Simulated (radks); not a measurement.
Q: The mean radii <r> (bohr) of the occupied orbitals of an atom or ion are listed with their occupations. Calculated with a radial shooting solver on a logarithmic mesh with Libxc functionals: scalar-relativistic Kohn-Sham, exchange-only LDA, spin-polarised, spherical densities, point nucleus.

orbital  occ.      <r>
1s up       1  0.03043
1s down     1  0.03043
2s up       1   0.1318
2s down     1   0.1318
2p up       3   0.1149
2p down     3   0.1149
3s up       1   0.3590
3s down     1   0.3590
3p up       3   0.3576
3p down     3   0.3576
3d up       5   0.3350
3d down     5   0.3350
4s up       1   0.8757
4s down     1   0.8753
4p up       3   0.9527
4p down     3   0.9526
4d up       5    1.202
4d down     4    1.206

Name the element and its charge. Open shells, if any, are filled with parallel spins first.

A: Z = 48, cadmium, charge +3: Cd3+ in [Kr] 4d9. The 1s radius gives Z: for a bare nucleus <r> = (2 gamma + 1)/(2Z) with gamma = sqrt(1 - (Z/c)^2), 0.02993 bohr for Z = 48, and screening makes it slightly larger (0.03043 here). The occupations add up to 45, and the charge is Z minus that.
